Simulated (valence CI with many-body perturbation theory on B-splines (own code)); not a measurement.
Results of a calculation; reference values are marked as such.
## Level structure of Ag⁴¹⁺

Method: relativistic CI+MBPT: four valence electrons over a frozen Dirac-Fock core [He], radial functions for each j: 11 s, 11 p, 10 d, 8 f, 5 g, 2 h, with the one-electron correlation potential Σ1 (screened to all orders), the two-electron term Σ2, the three-electron term Σ3, Breit, model QED; selected single and double excitations, second order for the rest, scaled by the run's own slope (own B-spline code, finite nucleus).

The last digits are not significant, and no measured levels were compared; by estimate large intervals hold to a few tenths of a per cent, small ones and those within an open d or f shell to about a per cent. Among the levels kept, up to 760 cm⁻¹ of a level comes from second order outside the variational space, and about a tenth of that is noise between levels of different J, which matters for small intervals.

Levels 181 to 202 of 202, with energies above the lowest level, (2s^2 2p1/2^2) J=0. "Leading %" is the weight of the configuration and term that name the level; weights of strongly mixed levels are sums over their largest components and can fall short. In the jj column 3d3/2^4 stands for four electrons in 3d with j = 3/2.

```
No.  Configuration  Term  J  E (× 10³ cm⁻¹)  Leading %   Second component      g                  Leading jj
181      2s 2p2 3d    3D  3           35687         42  34 % 2s 2p2 3d 1F  1.186     2s 2p3/2^2 3d5/2 (88 %)
182      2s 2p2 3d    1D  2           35720         53  27 % 2s 2p2 3d 3D  1.071     2s 2p3/2^2 3d5/2 (89 %)
183      2s 2p2 3d    3P  1           35740         46  33 % 2s 2p2 3d 1P  1.252     2s 2p3/2^2 3d5/2 (87 %)
184         2p3 3p    3F  3           35756         38     26 % 2p3 3p 1F  1.098  2p1/2 2p3/2^2 3p1/2 (86 %)
185      2s 2p2 3d    1D  2           35833         52  22 % 2s 2p2 3d 3P  1.101     2s 2p3/2^2 3d5/2 (83 %)
186         2p3 3p    3P  2           35908         56     21 % 2p3 3p 1D  1.329  2p1/2 2p3/2^2 3p1/2 (97 %)
187         2p3 3p    3D  1           35984         67     25 % 2p3 3p 1P  0.690  2p1/2 2p3/2^2 3p1/2 (86 %)
188         2p3 3p    5P  3           36029         51     24 % 2p3 3p 3F  1.374  2p1/2 2p3/2^2 3p3/2 (98 %)
189         2p3 3p    3P  0           36037         95                            2p1/2 2p3/2^2 3p3/2 (94 %)
190         2p3 3p    3P  2           36038         38     30 % 2p3 3p 3D  1.409  2p1/2 2p3/2^2 3p3/2 (98 %)
191         2p3 3p    1P  1           36149         42     34 % 2p3 3p 3D  0.966  2p1/2 2p3/2^2 3p3/2 (87 %)
192         2p3 3p    3D  3           36172         67     29 % 2p3 3p 1F  1.216  2p1/2 2p3/2^2 3p3/2 (99 %)
193         2p3 3p    3F  4           36178         98                     1.239  2p1/2 2p3/2^2 3p3/2 (98 %)
194         2p3 3p    3P  0           36218         66     33 % 2p3 3p 1S         2p1/2 2p3/2^2 3p1/2 (93 %)
195         2p3 3p    3P  1           36305         74     18 % 2p3 3p 1P  1.425  2p1/2 2p3/2^2 3p3/2 (98 %)
196         2p3 3p    1D  2           36387         52     28 % 2p3 3p 3P  1.155  2p1/2 2p3/2^2 3p3/2 (98 %)
197         2p3 3d   3D°  1           36414         46    40 % 2p3 3d 5D°  0.973  2p1/2 2p3/2^2 3d3/2 (96 %)
198         2p3 3d   3F°  2           36423         40    36 % 2p3 3d 5D°  1.078  2p1/2 2p3/2^2 3d3/2 (96 %)
199         2p3 3d   5D°  0           36430         49    33 % 2p3 3d 1S°         2p1/2 2p3/2^2 3d3/2 (94 %)
200         2p3 3d   3G°  3           36460         32    28 % 2p3 3d 5D°  1.115  2p1/2 2p3/2^2 3d3/2 (91 %)
201         2p3 3p    3P  1           36487         47     29 % 2p3 3p 3S  1.486  2p1/2 2p3/2^2 3p3/2 (98 %)
202         2p3 3p    3D  2           36502         51     31 % 2p3 3p 1D  1.147  2p1/2 2p3/2^2 3p3/2 (97 %)
```
